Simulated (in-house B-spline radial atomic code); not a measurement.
Checks on a self-consistent run for Co III (Co2+), [Ne] 3s2 (3p1/2)1 (3p3/2)4 (3d3/2)2 (3d5/2)6. Level of theory: Dirac-Hartree-Fock, average of the jj configuration, Fermi nucleus of rms radius 3.7875 fm; calculated with an all-electron radial atomic-structure program (B-spline basis).

```json
{"orbital": "1s1/2", "q": "2", "ε (Eh)": "-286.84534", "<1/r>": "27.0408", "<r²>": "0.00424053", "small-component weight": "0.0094561"}
{"orbital": "2s1/2", "q": "2", "ε (Eh)": "-36.27339", "<1/r>": "5.87455", "<r²>": "0.0760432", "small-component weight": "0.0017756"}
{"orbital": "2p1/2", "q": "2", "ε (Eh)": "-31.36009", "<1/r>": "5.78848", "<r²>": "0.0608487", "small-component weight": "0.0017376"}
{"orbital": "2p3/2", "q": "4", "ε (Eh)": "-30.89357", "<1/r>": "5.68269", "<r²>": "0.0623358", "small-component weight": "0.0017146"}
{"orbital": "3s1/2", "q": "2", "ε (Eh)": "-5.30143", "<1/r>": "1.82249", "<r²>": "0.690661", "small-component weight": "0.00037494"}
{"orbital": "3p1/2", "q": "1", "ε (Eh)": "-3.80635", "<1/r>": "1.69782", "<r²>": "0.768659", "small-component weight": "0.00033599"}
{"orbital": "3p3/2", "q": "4", "ε (Eh)": "-3.81236", "<1/r>": "1.67253", "<r²>": "0.78762", "small-component weight": "0.00032979"}
{"orbital": "3d3/2", "q": "2", "ε (Eh)": "-1.28720", "<1/r>": "1.31203", "<r²>": "1.31744", "small-component weight": "0.00021802"}
{"orbital": "3d5/2", "q": "6", "ε (Eh)": "-1.38357", "<1/r>": "1.33131", "<r²>": "1.24155", "small-component weight": "0.0002235"}
```

Electron-electron repulsion V_ee = 515.8019 hartree.

Question: What total energy follows from the eigenvalues?

Answer: The eigenvalues count the repulsion twice, so E = Σqε - V_ee = -873.066 - 515.802 = -1388.868 hartree; the run printed -1388.868.

Question: Does the Dirac virial theorem hold?

Answer: For a point nucleus E = -2c²Σq·w, with w the small-component weight. Here Σq·w = 0.036979 and c = 137.0360, so the ratio E/(-2c²Σq·w) is 1.000007; the finite nucleus accounts for the departure from 1.

Question: What diamagnetic shielding (Lamb formula) and susceptibility (Langevin formula) do the radii give?

Answer: σ = (α²/3)Σq<1/r> = 122.783/(3·137.036²) = 2179.5 ppm, and χ = -0.79199×10⁻⁶·Σq<r²> = -12.61×10⁻⁶ cm³/mol with Σq<r²> = 15.916 bohr². Both are non-relativistic formulas without the paramagnetism of open shells.
